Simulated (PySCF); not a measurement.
## Frontier levels across methods

Species: i-PeOMe, C₆H₁₄O.
Z-matrix (Å and degrees, PBE0-D3(BJ)/def2-SVP geometry), rows numbered from 1:
```
C 
O   1  1.3902
C   2  1.3984  1  113.61
C   3  1.5134  2  109.30  1   179.22
C   4  1.5301  3  114.96  2   -56.51
C   5  1.5242  4  112.50  3   -60.15
C   5  1.5237  4  110.31  3   175.25
H   1  1.1092  2  112.13  3    63.04
H   1  1.1090  2  112.07  3   -58.11
H   1  1.0995  2  108.11  3  -177.53
H   3  1.1110  2  110.13  1    57.28
H   3  1.1107  2  110.55  1   -59.80
H   4  1.1054  3  108.21  2  -179.56
H   4  1.1034  3  108.28  2    65.38
H   5  1.1040  4  106.66  3    57.84
H   6  1.1037  5  111.09  4   -60.10
H   6  1.1005  5  111.99  4    60.61
H   6  1.1012  5  110.96  4  -179.63
H   7  1.1035  5  111.01  4    63.71
H   7  1.1015  5  111.48  4   -56.16
H   7  1.1013  5  111.38  4  -176.54
```

Basis pcSseg-1 throughout (PySCF), one geometry. Geometry: PBE0-D3(BJ)/def2-SVP, one conformer, isolated molecule.

Problem. How do the orbital energies, the gap and the dipole change with the method?

Solution. 
| method | kind | HOMO (eV) | LUMO (eV) | gap (eV) | μ (D) | SCF cycles |
| --- | --- | --- | --- | --- | --- | --- |
| BLYP | GGA | -5.66 | 0.59 | 6.25 | 1.00 | 15 |
| B97-D | GGA | -5.79 | 0.74 | 6.53 | 1.02 | 15 |
| LDA | LDA | -5.83 | 0.34 | 6.17 | 1.04 | 15 |
| BP86 | GGA | -5.85 | 0.63 | 6.48 | 1.01 | 15 |
| PBE0 | global hybrid | -7.32 | 1.42 | 8.74 | 1.11 | 13 |
| mPW1PW91 | global hybrid | -7.37 | 1.46 | 8.83 | 1.12 | 13 |
| BHandHLYP | global hybrid | -8.88 | 2.12 | 10.99 | 1.20 | 12 |
| wB97X-D | range-separated hybrid | -9.26 | 3.23 | 12.49 | 1.15 | 13 |
| LC-wPBE | range-separated hybrid | -10.07 | 3.61 | 13.69 | 1.20 | 12 |

The HOMO spans 4.41 eV, from BLYP down to LC-wPBE, and the gap runs from 6.17 eV (LDA) to 13.69 eV (LC-wPBE). Over the methods BLYP (0 %), B97-D (0 %), LDA (0 %), BP86 (0 %), PBE0 (25 %), mPW1PW91 (25 %), BHandHLYP (50 %), a straight line through the gap against the share of exact exchange rises by 0.94 eV for each 10 % (correlation coefficient 0.997). The dipole ranges from 1.00 D (BLYP) to 1.20 D (BHandHLYP). This basis has no diffuse functions.

The vertical ΔSCF ionisation energy at CAM-B3LYP/def2-SVPD is 9.74 eV; −ε(HOMO) comes closest to it with LC-wPBE (10.07 eV).
